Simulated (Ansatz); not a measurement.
Reaction (redistribution): `[OH][Ti]([OH])([OH])[Cl]` + `NB[SeH]` → `[OH][Ti]([OH])([OH])[SeH]` + `NBCl`

Calculated with Ansatz (gas phase, PBE0-D4/def2-TZVP geometries, no zero-point term in ΔE). CCSD(T)/CBS is the MP2 limit (def2-TZVPP, def2-QZVPP) plus CCSD(T) − MP2 in def2-TZVPP, frozen cores. Functionals use def2-TZVPP. B3LYP here is the variant with VWN-RPA as its local correlation; programs differ in this. For Se, Ti outer-core shells are correlated without core-valence functions, which leaves a few kJ/mol of doubt a bond. Scalar relativity is left out up to krypton. One conformer a species, not always the lowest.

```json
{"level": "PBE-D4", "ΔE (kJ/mol)": "22.1", "difference from CCSD(T)/CBS": "-0.3"}
{"level": "B3LYP-D4", "ΔE (kJ/mol)": "22.7", "difference from CCSD(T)/CBS": "0.3"}
{"level": "BHLYP-D4", "ΔE (kJ/mol)": "23.9", "difference from CCSD(T)/CBS": "1.5"}
{"level": "CAM-B3LYP-D4", "ΔE (kJ/mol)": "24.6", "difference from CCSD(T)/CBS": "2.2"}
{"level": "B2PLYP", "ΔE (kJ/mol)": "21.4", "difference from CCSD(T)/CBS": "-1.0"}
{"level": "LC-ωPBE", "ΔE (kJ/mol)": "26.9", "difference from CCSD(T)/CBS": "4.5"}
{"level": "RPA@PBE/def2-TZVPP", "ΔE (kJ/mol)": "20.8", "difference from CCSD(T)/CBS": "-1.6"}
{"level": "HF/def2-TZVPP", "ΔE (kJ/mol)": "29.2", "difference from CCSD(T)/CBS": "6.8"}
{"level": "MP2/def2-TZVPP", "ΔE (kJ/mol)": "20.4", "difference from CCSD(T)/CBS": "-2.0"}
{"level": "SCS-MP2/def2-TZVPP", "ΔE (kJ/mol)": "21.8", "difference from CCSD(T)/CBS": "-0.6"}
{"level": "CCSD(T)/CBS", "ΔE (kJ/mol)": "22.4", "difference from CCSD(T)/CBS": "0"}
```

Largest T1 diagnostic among the species: 0.024, so the coupled-cluster value is less sure than usual.

At CCSD(T), def2-SVP lies −4.6 kJ/mol from the extrapolated value and def2-TZVPP −0.1 kJ/mol. In def2-TZVPP, CCSD(T) changes the Hartree–Fock value by −6.9 kJ/mol (the triples alone add −2.5 kJ/mol) and MP2 by −8.7 kJ/mol.
